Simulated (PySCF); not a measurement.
# The first ionisation energy along the lanthanides

All values are computed (PySCF 2.14, energy differences of UHF-based or UKS calculations, no spin-orbit coupling). Values in eV. The last column holds reference values (NIST; (s) semi-empirical, (t) theoretical, else measured). Unmarked ones compare directly (S terms, centres of terms, or small fine structure); those marked * lie between the lowest fine-structure levels and include a spin-orbit shift.

| element | configurations | MP2 (valence) | SCS-MP2 (valence) | CCSD(T) (valence) | LDA | PBE | PBE0 | reference |
| --- | --- | --- | --- | --- | --- | --- | --- | --- |
| Ce (cc-pVDZ-X2C, spin-free X2C) | [Xe] 4f1 5d1 6s2 → [Xe] 4f1 5d2 | 5.565 | 5.573 | 5.640 | n/a | n/a | n/a | 5.539 * |
| Pr (cc-pVDZ-X2C, spin-free X2C) | [Xe] 4f3 6s2 → [Xe] 4f3 6s1 | 5.316 | 5.360 | 5.387 | 5.651 | 5.454 | 5.345 | 5.470 (s) * |
| Nd (cc-pVDZ-X2C, spin-free X2C) | [Xe] 4f4 6s2 → [Xe] 4f4 6s1 | 5.375 | 5.421 | 5.442 | 5.709 | 5.509 | 5.399 | 5.525 * |
| Pm (cc-pVDZ-X2C, spin-free X2C) | [Xe] 4f5 6s2 → [Xe] 4f5 6s1 | 5.426 | 5.476 | 5.494 | 5.773 | 5.570 | 5.457 | 5.582 * |
| Sm (cc-pVDZ-X2C, spin-free X2C) | [Xe] 4f6 6s2 → [Xe] 4f6 6s1 | 5.484 | 5.535 | 5.548 | 5.824 | 5.618 | 5.505 | 5.626 |
| Eu (cc-pVDZ-X2C, spin-free X2C) | [Xe] 4f7 6s2 → [Xe] 4f7 6s1 | 5.531 | 5.582 | 5.590 | 5.874 | 5.666 | 5.552 | 5.670 |
| Gd (cc-pVDZ-X2C, spin-free X2C) | [Xe] 4f7 5d1 6s2 → [Xe] 4f7 5d1 6s1 | 5.925 | 5.976 | 6.078 | 6.351 | 6.130 | 5.995 | 6.163 |
| Tb (cc-pVDZ-X2C, spin-free X2C) | [Xe] 4f9 6s2 → [Xe] 4f9 6s1 | 5.737 | 5.768 | 5.782 | 6.130 | 5.918 | 5.773 | 5.864 * |
| Dy (cc-pVDZ-X2C, spin-free X2C) | [Xe] 4f10 6s2 → [Xe] 4f10 6s1 | 5.818 | 5.841 | 5.855 | 6.232 | 6.019 | 5.862 | 5.939 * |
| Ho (cc-pVDZ-X2C, spin-free X2C) | [Xe] 4f11 6s2 → [Xe] 4f11 6s1 | 5.903 | 5.918 | 5.935 | 6.335 | 6.122 | 5.954 | 6.021 * |
| Er (cc-pVDZ-X2C, spin-free X2C) | [Xe] 4f12 6s2 → [Xe] 4f12 6s1 | 5.991 | 5.998 | 6.019 | 6.439 | 6.227 | 6.048 | 6.108 * |
| Tm (cc-pVDZ-X2C, spin-free X2C) | [Xe] 4f13 6s2 → [Xe] 4f13 6s1 | 6.074 | 6.073 | 6.095 | 6.540 | 6.329 | 6.137 | 6.184 * |
| Yb (cc-pVDZ-X2C, spin-free X2C) | [Xe] 4f14 6s2 → [Xe] 4f14 6s1 | 6.149 | 6.143 | 6.163 | 6.628 | 6.415 | 6.217 | 6.254 |
| Lu (cc-pVDZ-X2C, spin-free X2C) | [Xe] 4f14 5d1 6s2 → [Xe] 4f14 6s2 | 4.899 | 4.777 | 4.925 | 5.708 | 5.602 | 5.479 | 5.278 |

```csv
method,elements,mean error (eV),mean absolute error (eV),largest error (eV)
MP2 (valence),5,-0.201,0.201,-0.379
SCS-MP2 (valence),5,-0.195,0.195,-0.500
CCSD(T) (valence),5,-0.137,0.137,-0.353
LDA,5,0.279,0.279,0.431
PBE,5,0.088,0.106,0.325
PBE0,5,-0.049,0.129,0.201
```

For Ce, Pr, Nd, Pm, Tb, Dy, Ho, Er a determinant mixes LS terms or the coupling is close to jj, so these rows are model values.

Errors include the incompleteness of the basis and the frozen core.

"Valence" correlates the outer s and p shells and, in groups 3 to 12 and the f block, the outer d or f shell, open or full, or the next shell where the ion has no valence electron left; the wider scheme adds the next inner shell.
